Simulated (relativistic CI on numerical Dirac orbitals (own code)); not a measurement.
d5 in a ligand field

Computed with a parametric ligand-field model of a d^n configuration (Racah B and C, spin-orbit zeta, crystal field), exact diagonalisation.

Field parameters in Wybourne normalisation: Oh B⁴₀ = 21Dq, B⁴₄ = √(5/14) B⁴₀; Td as Oh with Dq negative (B⁴₀ = 21Dq, B⁴₄ = √(5/14) B⁴₀). The field is a parameter set, without covalency.

(1) Lowest levels for B = 400, C = 1500, ζ = 220 cm⁻¹, Td, 10Dq = -9950 cm⁻¹?

(2) Lowest levels for B = 650, C = 3240, ζ = 850 cm⁻¹, Oh, 10Dq = 7700 cm⁻¹?

(3) Lowest levels for B = 360, C = 1380, ζ = 220 cm⁻¹, Oh, 10Dq = 30900 cm⁻¹?

(4) Lowest levels for B = 570, C = 2910, ζ = 400 cm⁻¹, Oh, 10Dq = 23800 cm⁻¹?

(5) Lowest levels for B = 950, C = 4850, ζ = 510 cm⁻¹, Td, 10Dq = -2650 cm⁻¹?

## Answers

(1) Γ8 0 (S 0.55), Γ7 235 (S 2.37), Γ8 250 (S 2.48), Γ7 378 (S 0.82), Γ6 2994 (S 1.50), Γ8 3029 (S 1.50), Γ8 3136 (S 1.51), Γ7 3170 (S 1.50), Γ7 5845 (S 1.50) cm⁻¹, with S from ⟨S²⟩ = S(S + 1). The ground level has 3.90 electrons in the cubic e pair.

(2) Γ7 0 (S 2.49), Γ8 0 (S 2.49), Γ7 16922 (S 1.46), Γ8 17148 (S 1.49), Γ8 17343 (S 1.49), Γ6 17540 (S 1.50), Γ7 20150 (S 1.46), Γ8 20288 (S 1.47), Γ6 20602 (S 1.50) cm⁻¹, with S from ⟨S²⟩ = S(S + 1). The ground level has 2.00 electrons in the cubic e pair.

(3) Γ7 0 (S 0.50), Γ8 366 (S 0.50), Γ8 24141 (S 1.50), Γ7 24152 (S 1.50), Γ8 24230 (S 1.50), Γ6 24281 (S 1.50), Γ6 26969 (S 1.50), Γ8 26974 (S 1.50), Γ8 27046 (S 1.50) cm⁻¹, with S from ⟨S²⟩ = S(S + 1). The ground level has 0.01 electrons in the cubic e pair.

(4) Γ7 0 (S 0.51), Γ8 701 (S 0.50), Γ8 10720 (S 1.68), Γ7 10751 (S 1.69), Γ8 11085 (S 1.50), Γ6 11169 (S 1.50), Γ8 12258 (S 2.37), Γ7 12264 (S 2.36), Γ6 15188 (S 1.50) cm⁻¹, with S from ⟨S²⟩ = S(S + 1). The ground level has 0.05 electrons in the cubic e pair.

(5) Γ7+Γ8 0 (S 2.50), Γ6 32909 (S 1.50), Γ8 32916 (S 1.50), Γ7 32963 (S 1.50), Γ8 32973 (S 1.50), Γ6 33561 (S 1.50), Γ8 33568 (S 1.50), Γ8 33621 (S 1.50), Γ7 33646 (S 1.50) cm⁻¹, with S from ⟨S²⟩ = S(S + 1). The ground level has 2.00 electrons in the cubic e pair.
